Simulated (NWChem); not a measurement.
A series in which one site is exchanged, each optimised at B3LYP/6-31G* with NWChem, gas phase unless a solvent is named. All stand in one matching conformer (torsions within 35°), which need not be the lowest. Pople sets run with spherical d functions. This build's default masses of Se (78.918 u) and Br (79.917 u) are each other's, which moves their modes by up to 0.6 %.

A: NB(O)F (BNH3OF; site = F)
B: NB(O)Cl (BNH₃OCl; site = Cl)
C: NB(O)Br (BNH3OBr; site = Br)

| quantity | A | B | C |
|---|---|---|---|
| dipole (D), B3LYP/6-31G* | [?] | 1.43 | 1.65 |
| orbital gap (eV), B3LYP/6-31G* | [?] | 9.21 | 8.94 |
| highest harmonic frequency (cm⁻¹), B3LYP/6-31G* | [?] | 3810 | 3811 |
| static polarisability, PBE/def2-SVPD (bohr³) | [?] | 43.8 | 51.9 |

Q: Fill in the missing entries.

A: 
- dipole (D), B3LYP/6-31G*, A: 0.68
- orbital gap (eV), B3LYP/6-31G*, A: 9.20
- highest harmonic frequency (cm⁻¹), B3LYP/6-31G*, A: 3803
- static polarisability, PBE/def2-SVPD (bohr³), A: 30.0
